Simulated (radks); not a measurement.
The numbers below are computed, except where a source is named.
All-electron atom: Sc2+ in [Ne] 3s2 3p5.75 3d1 4f0.25 (fractional occupations, a model configuration).

Code: a radial shooting solver on a logarithmic mesh with Libxc functionals. Model: Dirac Kohn-Sham, PBE, spin-unpolarised, spherical densities, point nucleus; open shells fill j = l - 1/2 first.

Energy parts (eV):
| part | energy |
|---|---|
| total | -20760.153 |
| kinetic | 20943.739 |
| electron-nucleus | -48994.946 |
| Hartree | 8336.863 |
| exchange-correlation | -1045.810 |

Orbitals (lengths in bohr, moments of r in powers of bohr; r(90%) holds 90 % of the orbital's charge):
orbital  occ.  eigenvalue (eV)  r(90%)   <1/r>      <r^4>     <r^2>
1s1/2       2        -4416.352   0.130   20.77  0.0001326  0.007175
2s1/2       2        -493.4280   0.534   4.308    0.03443    0.1395
2p1/2       2        -410.5174   0.504   4.236    0.02776    0.1156
2p3/2       4        -405.8717   0.508   4.187    0.02857    0.1175
3s1/2       2         -73.4772    1.60   1.313      2.780     1.314
3p1/2       2         -52.2711    1.76   1.193      4.128     1.547
3p3/2    3.75         -51.7499    1.77   1.183      4.234     1.566
3d3/2       1         -20.5066    2.53  0.8705      17.92     2.837
3d5/2       0         -20.4676    2.53  0.8687      18.04     2.847
4f5/2    0.25          -4.9969    10.0  0.1625       4251     53.93
4f7/2       0          -4.9969    10.0  0.1625       4251     53.93

The highest occupied level is 4f5/2 at -4.997 eV. The configuration is held as typed, so some empty levels lie below it. The density falls to 0.001 e/bohr^3 at r = 3.07 bohr. Summed over all electrons, <r^2> = 28.91 bohr^2, which gives a Langevin (diamagnetic) susceptibility term of -22.9 x 10^-6 cm^3/mol.
